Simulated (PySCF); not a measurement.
Two species compared at the same levels of theory.

First species: C₂H₇B.
SMILES: `BCC`

Second species: C6H11PSe.
Geometry (PBE0-D3(BJ)/def2-SVP, Å), atoms numbered from 1 in this order:
```xyz
19
C6H11PSe angstrom
C      2.4737    2.2115   -0.6405
C      2.2037    1.0747   -0.9613
C      1.8502   -0.2921   -1.2813
P      1.0290   -1.1834    0.1218
Se     0.5149   -3.1582   -0.3387
C     -0.3293   -0.0856    0.6648
C     -1.4401    0.0561   -0.3673
C     -2.6266    0.8464    0.1617
H      2.7271    3.2219   -0.3771
H      1.1524   -0.3549   -2.1323
H      2.7310   -0.8982   -1.5478
H      1.9918   -1.0048    1.1546
H     -0.7129   -0.5394    1.5939
H      0.1168    0.8894    0.9249
H     -1.0411    0.5512   -1.2691
H     -1.7619   -0.9506   -0.6818
H     -2.3315    1.8636    0.4649
H     -3.0731    0.3535    1.0397
H     -3.4123    0.9404   -0.6028
```

Levels: wB97X-D/def2-SVPD for dipole moment, HOMO energy, LUMO energy, HOMO–LUMO gap, static isotropic polarisability and electronic spatial extent ⟨r²⟩ about the centre of nuclear charge; TDDFT wB97X-D/def2-SVPD for lowest singlet excitation; TDA wB97X-D/def2-SVPD for lowest triplet excitation (Tamm–Dancoff); ΔSCF wB97X-D/def2-SVPD for vertical ionisation energy; PBE0-D3(BJ)/def2-SVP for rotational constant A and rotational constant C. Geometries: PBE0-D3(BJ)/def2-SVP. Each structure is a single optimised conformer of the isolated species, non-relativistic unless stated. Electronic properties by PySCF.

The conformers computed, where there is a choice (atom-mapped SMILES and torsion angles):
- `[CH:1]#[C:2][CH2:3][P@H:4](=[Se:5])[CH2:6][CH2:7][CH3:8]`: C2–C3–P4–Se5 180°, C3–P4–C6–C7 67°, P4–C6–C7–C8 174°

Values for the first species:

- Dipole moment: 0.68 D
- HOMO energy: -10.72 eV
- LUMO energy: 0.72 eV
- HOMO–LUMO gap: 11.44 eV
- Lowest singlet excitation: 5.90 eV
- Lowest triplet excitation (Tamm–Dancoff): 5.33 eV
- Static isotropic polarisability: 41.5 au
- Vertical ionisation energy: 11.23 eV
- Electronic spatial extent ⟨r²⟩ about the centre of nuclear charge: 221 bohr²
- Rotational constant A: 33.507 GHz
- Rotational constant C: 7.362 GHz

(1) Estimate the same properties for the second species, and the change in each.

## Answers

(1) 
| property | first | second | second less first |
| --- | --- | --- | --- |
| dipole moment | 0.68 D | 4.48 D | +3.80 D |
| HOMO energy | -10.72 eV | -7.99 eV | +2.73 eV |
| LUMO energy | 0.72 eV | 1.42 eV | +0.70 eV |
| HOMO–LUMO gap | 11.44 eV | 9.41 eV | -2.03 eV |
| lowest singlet excitation | 5.90 eV | 5.02 eV | -0.88 eV |
| lowest triplet excitation (Tamm–Dancoff) | 5.33 eV | 4.51 eV | -0.82 eV |
| static isotropic polarisability | 41.5 au | 128.1 au | +86.6 au |
| vertical ionisation energy | 11.23 eV | 8.14 eV | -3.09 eV |
| electronic spatial extent ⟨r²⟩ about the centre of nuclear charge | 221 bohr² | 2132 bohr² | +1911 bohr² |
| rotational constant A | 33.507 GHz | 1.282 GHz | -32.225 GHz |
| rotational constant C | 7.362 GHz | 0.504 GHz | -6.858 GHz |

On the first: The polarisability is 6.15 Å³ as a volume (1 au = 0.148185 Å³), or 1.73 au for each of the 24 electrons. The dipole equals about 2.3 × 10⁻³⁰ C·m (1 D = 3.33564 × 10⁻³⁰ C·m).

On the second: The principal polarisabilities are 101.1, 121.3 and 162.0 au; their mean is the isotropic value. The polarisability is 18.99 Å³ as a volume (1 au = 0.148185 Å³), or 1.33 au for each of the 96 electrons. Relativistic effects, spin–orbit coupling among them, are left out although an element past zinc is present.
